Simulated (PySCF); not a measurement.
A side-by-side comparison of computed properties.

First species: IF₅.
Bonds: I1–F2, I1–F3, I1–F4, I1–F5, I1–F6.

Second species: C2H11BN2Si.
SMILES: `CB(C)N[SiH2]N`

Levels: CAM-B3LYP/def2-SVPD for dipole moment, HOMO energy, LUMO energy, HOMO–LUMO gap and static isotropic polarisability; TDDFT CAM-B3LYP/def2-SVPD for lowest singlet excitation; TDA CAM-B3LYP/def2-SVPD for lowest triplet excitation (Tamm–Dancoff). Geometries: PBE0-D3(BJ)/def2-SVP. Each species is one conformer at its optimised geometry, gas phase (atoms past krypton carry core potentials, spin–orbit coupling is left out). Electronic properties by PySCF.

The conformers computed, where there is a choice (atom-mapped SMILES and torsion angles):
- `[CH3:1][B:2]([CH3:3])[NH:4][SiH2:5][NH2:6]`: C1–B2–N4–Si5 179°, B2–N4–Si5–N6 151°, H–N6–Si5–N4 147°, H–N6–Si5–N4 -68°

```json
{"property": "dipole moment", "column X": "1.63 D", "column Y": "2.69 D"}
{"property": "HOMO energy", "column X": "-8.94 eV", "column Y": "-12.45 eV"}
{"property": "LUMO energy", "column X": "0.97 eV", "column Y": "-2.78 eV"}
{"property": "HOMO–LUMO gap", "column X": "9.91 eV", "column Y": "9.67 eV"}
{"property": "lowest singlet excitation", "column X": "6.59 eV", "column Y": "5.96 eV"}
{"property": "lowest triplet excitation (Tamm–Dancoff)", "column X": "6.22 eV", "column Y": "5.18 eV"}
{"property": "static isotropic polarisability", "column X": "82.2 au", "column Y": "44.4 au"}
```

Q: Which column belongs to which species?

A: Column X is the second species and column Y the first. The first has 6 atoms and 98 electrons, the second 17 and 56.

Q: How does each property change from the first species to the second?

A: dipole moment -1.06 D; HOMO energy +3.51 eV; LUMO energy +3.75 eV; HOMO–LUMO gap +0.24 eV; lowest singlet excitation +0.63 eV; lowest triplet excitation (Tamm–Dancoff) +1.04 eV; static isotropic polarisability +37.8 au.

On the first: The vertical singlet–triplet gap S1 − T1 is 0.78 eV (TDDFT singlet less Tamm–Dancoff triplet; S1: HOMO→LUMO, weight 0.99; T1: HOMO→LUMO, weight 0.98). The polarisability is 6.58 Å³ as a volume (1 au = 0.148185 Å³). Atoms past krypton carry effective core potentials; spin–orbit coupling is left out.

On the second: In wavenumbers S1 is 53200 cm⁻¹ (1 eV = 8065.54 cm⁻¹). In atomic units the dipole is 0.64 e·bohr (1 au = 2.5417 D).
